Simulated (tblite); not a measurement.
Compound: C₅H₇FGeSe.
SMILES with atom numbers: `[CH:1]#[C:2][C@@:3]1([F:4])[GeH2:5][C@H:6]([CH3:7])[Se:8]1` (hydrogens: H9 on C1; H10, H11 on Ge5; H12 on C6; H13, H14, H15 on C7)

Computed with GFN2-xTB (tblite), gas phase: L-BFGS steps from a force-field or distance-geometry start until the largest atomic force falls under 0.01 eV/Å.

At the end of the run (lengths in Å): C3–Se8 2.025, C6–Se8 2.009, C3–Ge5 2.018, C7–H15 1.091, Ge5–C6 2.005, Ge5–H11 1.513, Ge5–H10 1.509, C2–C3–Ge5 122.5°, F4–C3–Ge5 107.7°, C1–C2–C3 179.1°, Ge5–C6–Se8 92.4°, C2–C3–Ge5–C6 136°, C3–Ge5–C6–C7 100°, Ge5–C6–Se8–C3 17°, H10–Ge5–C6–C7 -148°, H10–Ge5–C3–C2 19°.

Task: These geometries were met on the way; a selection of coordinates is given. Order them by energy above the end point, lowest first.
A. C3–Se8 2.059, C6–Se8 2.024, C3–Ge5 2.016, C7–H15 1.080, Ge5–C6 1.966, Ge5–H11 1.510, Ge5–H10 1.487, C2–C3–Ge5 113.9°, F4–C3–Ge5 115.0°, C1–C2–C3 177.1°, Ge5–C6–Se8 90.5°, C2–C3–Ge5–C6 82°, C3–Ge5–C6–C7 147°, Ge5–C6–Se8–C3 -29°, H10–Ge5–C6–C7 -99°, H10–Ge5–C3–C2 -28°
B. C3–Se8 2.051, C6–Se8 2.012, C3–Ge5 2.001, C7–H15 1.092, Ge5–C6 1.981, Ge5–H11 1.507, Ge5–H10 1.524, C2–C3–Ge5 112.9°, F4–C3–Ge5 117.3°, C1–C2–C3 174.0°, Ge5–C6–Se8 92.5°, C2–C3–Ge5–C6 87°, C3–Ge5–C6–C7 148°, Ge5–C6–Se8–C3 -25°, H10–Ge5–C6–C7 -93°, H10–Ge5–C3–C2 -30°
C. C3–Se8 1.954, C6–Se8 1.939, C3–Ge5 1.954, C7–H15 1.133, Ge5–C6 1.963, Ge5–H11 1.544, Ge5–H10 1.537, C2–C3–Ge5 113.1°, F4–C3–Ge5 115.0°, C1–C2–C3 178.8°, Ge5–C6–Se8 85.9°, C2–C3–Ge5–C6 81°, C3–Ge5–C6–C7 146°, Ge5–C6–Se8–C3 -30°, H10–Ge5–C6–C7 -99°, H10–Ge5–C3–C2 -29°
D. C3–Se8 2.037, C6–Se8 2.007, C3–Ge5 2.025, C7–H15 1.090, Ge5–C6 2.002, Ge5–H11 1.506, Ge5–H10 1.518, C2–C3–Ge5 113.7°, F4–C3–Ge5 115.9°, C1–C2–C3 172.5°, Ge5–C6–Se8 91.3°, C2–C3–Ge5–C6 89°, C3–Ge5–C6–C7 146°, Ge5–C6–Se8–C3 -25°, H10–Ge5–C6–C7 -93°, H10–Ge5–C3–C2 -35°
E. C3–Se8 2.033, C6–Se8 2.015, C3–Ge5 2.017, C7–H15 1.091, Ge5–C6 2.002, Ge5–H11 1.505, Ge5–H10 1.515, C2–C3–Ge5 118.8°, F4–C3–Ge5 111.7°, C1–C2–C3 175.8°, Ge5–C6–Se8 92.4°, C2–C3–Ge5–C6 95°, C3–Ge5–C6–C7 139°, Ge5–C6–Se8–C3 -19°, H10–Ge5–C6–C7 -101°, H10–Ge5–C3–C2 -25°

Result: E (0.061 eV), D (0.100 eV), B (0.166 eV), A (0.271 eV), C (0.595 eV).

```tsv
step	E above end (eV)	rms distance from the end, all atoms (Å)	largest force (eV/Å)	rms shift of all bonds from the end (Å)
53	0.061	0.865	0.089	0.005
18	0.100	1.033	0.166	0.007
7	0.166	1.052	0.291	0.013
3	0.271	1.059	0.644	0.016
0	0.595	1.063	2.220	0.038
```

Rows stand in the order of the answer.
